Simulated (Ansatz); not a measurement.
`[OH][Hf]([OH])([OH])[SH]` and `[OH][Zr]([OH])([OH])[SH]` differ in one element.

Ansatz, PBE0-D4/def2-TZVP geometries, multiplicity 1. Each molecule was computed in one conformer, which needn't be the lowest.

Elements past krypton have def2 core potentials.

```
                                                                                  property  `[OH][Hf]([OH])([OH])[SH]`
                                                      HOMO–LUMO gap (PBE0/def2-TZVPP) / eV                        6.83
                                                     LUMO energy (ωB97M-V/def2-TZVPP) / eV                        1.01
                                                       HOMO–LUMO gap (PBE/def2-TZVPP) / eV                        4.85
                                        size of the dipole moment (ωB97M-V/def2-TZVPP) / D                        3.40
                                                        HOMO energy (PBE0/def2-TZVPP) / eV                       -6.98
ideal-gas entropy at 298 K and 1 bar (rigid rotor, harmonic PBE0-D4/def2-TZVP) / J/(mol·K)                         430
```

Question: What does the change do to each property? (Estimate.)

Answer: Ansatz gave: 
```tsv
property	`[OH][Zr]([OH])([OH])[SH]`	shift
HOMO–LUMO gap (PBE0/def2-TZVPP) / eV	6.54	-0.29
LUMO energy (ωB97M-V/def2-TZVPP) / eV	0.60	-0.41
HOMO–LUMO gap (PBE/def2-TZVPP) / eV	4.43	-0.42
size of the dipole moment (ωB97M-V/def2-TZVPP) / D	3.53	0.13
HOMO energy (PBE0/def2-TZVPP) / eV	-6.95	0.03
ideal-gas entropy at 298 K and 1 bar (rigid rotor, harmonic PBE0-D4/def2-TZVP) / J/(mol·K)	427	-3
```

Dipoles are sizes alone; their direction can turn. Modes under 60 cm⁻¹, often nearly free rotors, make the harmonic entropy too high.
